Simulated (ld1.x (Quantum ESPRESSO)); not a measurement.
# Logarithmic derivatives: Mo, TM semilocal

- Element: Mo
- Generator: ld1.x (Quantum ESPRESSO) 7.5
- Type: norm-conserving Troullier–Martins (semilocal form)
- Functional: PBE
- Relativity: scalar-relativistic
- Frozen core: [Kr]
- Valence charge: 6
- Reference configuration: 4d4 5s0 5p0 (charge +2)
- Partial waves: 5s (bound, empty): rc 2.30 bohr; 4d (bound): rc 1.50 bohr; 5p (bound, empty): rc 2.95 bohr
- Local potential: the p channel
- Core correction: Bessel-smoothed model core inside 0.70 bohr

The phase is arctan(r·u′/u) with u = r·R(r), unwrapped; energies in Ry, scanned from -4 to 5 Ry. A pole is an energy at which the radial function vanishes at the test radius. The pseudo phase is shifted by a multiple of π to meet the all-electron one at the reference energy, and phase errors are pseudo minus all-electron; the curves can meet again beyond the range given. Levels narrower than the energy grid can be missing from the lists of poles.

```json
{"channel": "s", "radius (bohr)": "3.22", "reference energy (Ry)": "-1.30", "poles, all-electron": "-0.22", "poles, pseudo": "-0.28, 2.61", "unbroken range about the reference energy with phases within 0.05 rad": "below 0.4", "phase error 1 Ry above the reference energy (rad)": "-0.013"}
{"channel": "p", "radius (bohr)": "3.22", "reference energy (Ry)": "-0.93", "poles, all-electron": "0.68", "poles, pseudo": "0.52, 4.50", "unbroken range about the reference energy with phases within 0.05 rad": "below 1.1", "phase error 1 Ry above the reference energy (rad)": "-0.016"}
{"channel": "d", "radius (bohr)": "3.22", "reference energy (Ry)": "-1.53", "poles, all-electron": "-1.38, 2.41", "poles, pseudo": "-1.38, 2.40", "unbroken range about the reference energy with phases within 0.05 rad": "below 4.9", "phase error 1 Ry above the reference energy (rad)": "-0.000"}
```

Phases in the s channel:

| E (Ry) | all-electron | pseudo |
| --- | --- | --- |
| -4.00 | 1.365 | 1.363 |
| -3.52 | 1.338 | 1.336 |
| -3.04 | 1.297 | 1.294 |
| -2.56 | 1.224 | 1.221 |
| -2.08 | 1.054 | 1.049 |
| -1.60 | 0.313 | 0.306 |
| -1.12 | -1.141 | -1.142 |
| -0.64 | -1.463 | -1.471 |
| -0.16 | -1.581 | -1.598 |
| 0.32 | -1.656 | -1.695 |
| 0.80 | -1.727 | -1.845 |
| 1.28 | -1.823 | -2.637 |
| 1.76 | -2.013 | -4.418 |
| 2.24 | -2.686 | -4.639 |
| 2.72 | -4.024 | -4.729 |
| 3.20 | -4.412 | -4.800 |
| 3.68 | -4.543 | -4.891 |
| 4.16 | -4.611 | -5.090 |
| 4.64 | -4.654 | -6.156 |
